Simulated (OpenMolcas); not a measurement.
# Ne II: effect of the basis set

| Quantity | Value |
| --- | --- |
| Program | OpenMolcas |
| Method | CASSCF |
| Active space | 7 electrons in 4 orbitals (2s 2p) |
| State averaging | 2S+1 = 2 odd, 3 roots; 2S+1 = 2 even, 1 root |
| Spin-orbit coupling | RASSI with atomic mean-field integrals over the reference wave functions, term energies averaged over their components |

A. ANO-R1 [3s2p1d], X2C, finite nucleus; cost roughly 4 core-seconds
B. ANO-RCC-VTZP [4s3p2d1f], DKH2, point nucleus; cost of the order of 5 core-seconds
C. ANO-L-VTZP [4s3p2d1f], non-relativistic, point nucleus; cost about 3 core-seconds
D. ANO-R2 [4s4p2d1f], X2C, finite nucleus; cost roughly 10 core-seconds
E. ANO-R3 [4s4p2d1f], X2C, finite nucleus; cost about 3 core-seconds
F. ANO-RCC-VQZP [5s4p3d2f1g], DKH2, point nucleus; cost roughly 5 core-seconds

Energies in eV above 2s2 2p5 2P* 3/2, the measured ground level; measured values from NIST Handbook of Basic Atomic Spectroscopic Data.

```
          Level        A        B        C        D        E        F  Measured
2s2 2p5 2P* 3/2   0.0000   0.0000   0.0000   0.0000   0.0000   0.0000    0.0000
2s2 2p5 2P* 1/2   0.0971   0.0958   0.0949   0.0961   0.0961   0.0966    0.0967
  2s 2p6 2S 1/2  29.6497  29.6593  29.5305  29.6573  29.6573  29.6521   26.9105
```

Deviations, from unrounded energies. A percentage is the sum of absolute deviations over the sum of measured energies, with the sign that they share, or ± where signs differ.

```tsv
Against measurement	Levels	A	B	C	D	E	F
mean absolute deviation (cm-1)	2	11000	11000	11000	11000	11000	11000
fine structure of the ground term (%)	1	+0.4	-1.0	-1.9	-0.7	-0.7	-0.2
other configurations (%)	1	+10.2	+10.2	+9.7	+10.2	+10.2	+10.2
```

A, B, C, D, E, F lie about equally close to measurement. The largest miss of C in the table is 2s 2p6 2S 1/2, by +21000 cm-1. The ranking rests on the paired levels alone, and a cruder setting can come out closer through cancelling errors.

Among A to F the level of the table that moves most is 2s 2p6 2S 1/2, by 1000 cm-1 (lowest in C, highest in B).

Without dynamic correlation excited terms often stand tens of per cent too high (terms of higher spin than the ground term too low), and those without a measured partner can miss by more than the paired ones. Computed and measured levels are paired by configuration, term and J; levels that our copy of the source lacks, or whose pairing is in doubt (as where it misses far off the trend of its configuration), stay unpaired and out of the deviations. Only configurations of the active space appear.

* marks odd parity.
